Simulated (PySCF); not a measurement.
**SMILES CSC(=C=CC#N)C#N, C6H4N2S**

Cartesian coordinates in Å; atom numbers follow the order of the lines, from 1:
```xyz
13

C     2.187   -0.145    0.199
S     1.825    1.613    0.299
C     0.094    1.597   -0.067
C    -0.609    0.529   -0.388
C    -1.295   -0.549   -0.698
C    -1.910   -1.384    0.287
N    -2.401   -2.082    1.071
C    -0.538    2.881    0.009
N    -1.028    3.929    0.072
H     2.012   -0.532   -0.814
H     1.594   -0.712    0.931
H     3.254   -0.242    0.444
H    -1.419   -0.851   -1.748
```

Level of theory: TDDFT CAM-B3LYP/aug-cc-pVDZ excited states, vertical, gas phase (PySCF 2.14.0). Geometry: PBE0-D3(BJ)/def2-SVP.

Q: How strongly do the lowest singlets absorb one photon, and two photons of half the energy?

A: δ for parallel linear polarisation; σ at the peak of a Lorentzian of half width 0.1 eV, single beam; Ω is circular over linear.
```tsv
state	E (eV)	f	photon λ (nm)	δ (au)	σ (GM)	Ω	main
S1	3.86	0.000	643	0.93	0.01	1.20	HOMO→LUMO 0.94
S2	5.05	0.212	491	206	1.92	0.93	HOMO→LUMO+1 0.95
S3	5.54	0.002	447	0.82	0.01	1.44	HOMO−1→LUMO+1 0.85
S4	5.67	0.001	437	7.08	0.08	1.13	HOMO→LUMO+2 0.29, HOMO→LUMO+3 0.16
S5	6.07	0.394	408	33	0.45	0.83	HOMO−1→LUMO 0.69, HOMO−2→LUMO 0.14
S6	6.12	0.149	405	5.09	0.07	0.22	HOMO−2→LUMO 0.54, HOMO−1→LUMO 0.20
```

Among these, the strongest one-photon state is S5, the strongest two-photon state S2, with a dipole change of 4.1 D (relaxed, norm of the difference vector).
